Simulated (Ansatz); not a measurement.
Reaction (substitution at a C–C bond): `CC1=C(F)C1C` + `N[Si](Cl)(Cl)Cl` → `CN[Si](Cl)(Cl)Cl` + `CC1=C(F)C1`

Computed with Ansatz on PBE0-D4/def2-TZVP structures; ΔE is electronic, products minus reactants. CBS: MP2 limit from def2 TZ/QZ plus the TZ coupled-cluster correction, frozen cores. Functionals use def2-TZVPP. B3LYP here is the variant with VWN-RPA as its local correlation; programs differ in this. One conformer a species, not always the lowest.

(1) Is it downhill or uphill in electronic energy at CCSD(T)/CBS, and by how much? (Best estimate.)

(2) What do these levels give: PBE0-D4, B3LYP-D4, ωB97M-V, B3LYP, CCSD(T)/def2-TZVPP, HF/def2-QZVPP? (An estimate is asked.)

Largest T1 diagnostic among the species: 0.011.

## Answers

(1) The calculation gave: Uphill: ΔE = +0.47 eV.

(2) Ansatz gave: PBE0-D4 0.45, B3LYP-D4 0.42, ωB97M-V 0.45, B3LYP 0.44, CCSD(T)/def2-TZVPP 0.46, HF/def2-QZVPP 0.42 eV.

In def2-TZVPP, CCSD(T) changes the Hartree–Fock value by +0.03 eV (the triples alone add +0.00 eV) and MP2 by +0.06 eV.
